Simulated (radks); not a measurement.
Spherical jellium clusters: N electrons in a uniform positive sphere of charge N and radius rs N^(1/3), rs = 3.36 bohr. Method: non-relativistic Kohn-Sham, LDA (Slater exchange, Perdew-Wang correlation), spin-polarised, spherical densities; computed with a radial shooting solver with Libxc functionals. Levels are named by radial order and angular momentum (1s, 1p, 1d, 2s, ...), and open shells are averaged over m. Each electron was tried in the lowest free levels, single moves between levels near the top were tried too, and the lowest total energy was kept; such a search can miss a lower state. Energies include the self-energy of the background; IP and EA are vertical (highest electron removed, lowest free level filled), at fixed background; spill-out counts the electrons outside the background radius R, and alpha is the static dipole polarisability from linear response (closed shells only). A dash means not computed or, for alpha, an open shell; in EA it means that no bound solution was reached, which is typical of self-interaction and does not show that the anion is unstable. Real open-shell clusters deform, which this model forbids.

N,open shells,2S,E/N (eV),E(N+1) + E(N-1) - 2E(N) (eV),IP (eV),EA (eV),-e(HOMO) (eV),spill-out (e),alpha/R^3
1,"1s(up 1, down 0)",1,-1.036,-,-,-,3.343,0.45,-
2,none,0,-1.602,1.452,6.018,-,3.655,0.63,1.800
3,"1p(up 1, down 0)",1,-1.306,-0.766,4.118,-,2.255,0.97,-
4,"1p(up 2, down 0)",2,-1.350,-0.582,4.822,-,2.902,1.17,-
5,"1p(up 3, down 0)",3,-1.493,0.324,5.232,-,3.331,1.32,-
6,"1p(up 3, down 1)",2,-1.534,-0.471,4.747,-,3.033,1.47,-
7,"1p(up 3, down 2)",1,-1.630,-0.348,5.123,1.797,3.407,1.60,-
8,none,0,-1.746,1.622,5.373,-,3.677,1.71,1.540
9,"1d(up 1, down 0)",1,-1.656,-0.332,3.662,-,2.156,1.91,-
10,"1d(up 2, down 0)",2,-1.617,-0.291,3.989,-,2.489,2.07,-
11,"1d(up 3, down 0)",3,-1.612,-0.254,4.248,-,2.759,2.21,-
12,"1d(up 4, down 0)",4,-1.629,-0.221,4.458,1.576,2.983,2.33,-
13,"1d(up 5, down 0)",5,-1.660,0.392,4.631,1.283,3.172,2.43,-
14,"1d(up 5, down 1)",4,-1.659,-0.231,4.190,1.473,2.804,2.55,-
15,"1d(up 5, down 2)",3,-1.673,-0.200,4.392,1.688,3.014,2.66,-
16,"1d(up 5, down 3)",2,-1.698,-0.175,4.560,1.873,3.192,2.75,-
17,"1d(up 5, down 4)",1,-1.730,-0.154,4.700,2.035,3.345,2.84,-
18,none,0,-1.768,0.246,4.820,1.851,3.478,2.93,1.411
19,"2s(up 1, down 0)",1,-1.788,0.212,4.542,1.724,3.237,3.11,-
20,none,0,-1.796,0.714,4.338,-,3.079,3.33,1.453
21,"1f(up 1, down 0)",1,-1.769,-0.163,3.652,1.210,2.412,3.44,-
22,"1f(up 2, down 0)",2,-1.752,-0.150,3.797,1.369,2.565,3.54,-
23,"1f(up 3, down 0)",3,-1.743,-0.138,3.926,1.512,2.702,3.63,-
24,"1f(up 4, down 0)",4,-1.741,-0.128,4.042,1.643,2.827,3.72,-
25,"1f(up 5, down 0)",5,-1.743,-0.118,4.146,1.763,2.940,3.80,-
26,"1f(up 6, down 0)",6,-1.750,-0.110,4.241,1.873,3.043,3.87,-
27,"1f(up 7, down 0)",7,-1.761,0.352,4.327,1.532,3.137,3.94,-
28,"1f(up 7, down 1)",6,-1.758,-0.121,3.951,1.662,2.794,4.02,-
29,"1f(up 7, down 2)",5,-1.760,-0.112,4.058,1.781,2.907,4.10,-
30,"1f(up 7, down 3)",4,-1.765,-0.104,4.154,1.890,3.010,4.18,-
31,"1f(up 7, down 4)",3,-1.774,-0.096,4.241,1.990,3.104,4.25,-
32,"1f(up 7, down 5)",2,-1.784,-0.090,4.321,2.083,3.191,4.32,-
33,"1f(up 7, down 6)",1,-1.797,-0.084,4.395,2.170,3.272,4.39,-
34,none,0,-1.812,0.435,4.462,1.780,3.346,4.45,1.324
35,"2p(up 1, down 0)",1,-1.813,-0.052,4.011,1.874,2.930,4.63,-
36,"2p(up 2, down 0)",2,-1.816,-0.043,4.081,1.955,3.006,4.80,-
37,"2p(up 3, down 0)",3,-1.820,0.240,4.140,1.767,3.071,4.98,-
38,"2p(up 3, down 1)",2,-1.817,-,3.915,1.867,2.878,5.18,-

All shells are closed at N = 2, 8, 18, 20, 34 (there: 1s2 1p6 1d10 2s2 1f14); the second difference of the energy has clear peaks (12 % above both neighbours; the first and last values, which can be the largest, are not judged, and half-filled shells can peak too) at N = 5, 8, 13, 18, 20, 27, 34.
